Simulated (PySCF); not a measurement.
SMILES [CH](=C\[SiH2]F)/[Ge]([CH3])([CH3])[CH3], singlet, GFN2-xTB optimised geometry.

```
21

Si    -1.47     2.27     0.93
F     -0.98     2.93    -0.46
C     -0.85     0.50     0.96
C     -0.11    -0.05     0.00
Ge     0.55    -1.91     0.00
C     -0.12    -2.87     1.61
C     -0.10    -2.83    -1.65
C      2.53    -1.91     0.00
H     -0.86     3.10     1.96
H     -2.92     2.36     0.88
H     -1.12    -0.10     1.81
H      0.16     0.55    -0.86
H      0.22    -3.90     1.60
H     -1.21    -2.89     1.63
H      0.23    -2.40     2.52
H      0.26    -2.32    -2.54
H      0.26    -3.85    -1.68
H     -1.18    -2.84    -1.68
H      2.92    -1.45     0.90
H      2.92    -1.37    -0.85
H      2.91    -2.93    -0.05
```

Density from B3LYP/def2-SVP run with PySCF 2.14.0 at that geometry.

Minimum of the electron density along straight lines between bonded atoms, close to the bond critical point (lines longer than 1.1 times the sum of covalent radii, or with two minima, are not listed):

| bond | length / Å | ρ at the minimum / e bohr⁻³ | ∇²ρ there / e bohr⁻⁵ | position (fraction from the first atom) |
|---|---|---|---|---|
| Si1–F2 | 1.613 | 0.117 | 1.07 | 0.42 |
| Si1–C3 | 1.876 | 0.117 | 0.33 | 0.38 |
| C3–C4 | 1.331 | 0.338 | -0.88 | 0.50 |
| C4–Ge5 | 1.971 | 0.124 | … | 0.54 |
| Ge5–C6 | 1.987 | 0.122 | 0.04 | 0.47 |
| Ge5–C7 | 1.989 | 0.121 | 0.04 | 0.47 |
| Ge5–C8 | 1.990 | 0.121 | 0.04 | 0.47 |
| Si1–H9 | 1.457 | 0.120 | 0.33 | 0.49 |
| Si1–H10 | 1.457 | 0.120 | 0.33 | 0.49 |
| C3–H11 | 1.084 | 0.278 | -1.02 | 0.62 |
| C4–H12 | 1.084 | 0.281 | -1.06 | 0.63 |
| C6–H13 | 1.086 | 0.273 | -0.98 | 0.62 |
| C6–H14 | 1.086 | 0.273 | -0.98 | 0.62 |
| C6–H15 | 1.086 | 0.273 | -0.98 | 0.62 |
| C7–H16 | 1.086 | 0.274 | -0.99 | 0.62 |
| C7–H17 | 1.086 | 0.273 | -0.98 | 0.62 |
| C7–H18 | 1.086 | 0.274 | -0.99 | 0.63 |
| C8–H19 | 1.086 | 0.274 | -0.99 | 0.63 |
| C8–H20 | 1.086 | 0.274 | -0.99 | 0.62 |
| C8–H21 | 1.086 | 0.273 | -0.98 | 0.62 |

Problem. What belongs in the gaps?

Solution. 
- C4–Ge5, ∇²ρ there / e bohr⁻⁵: 0.07
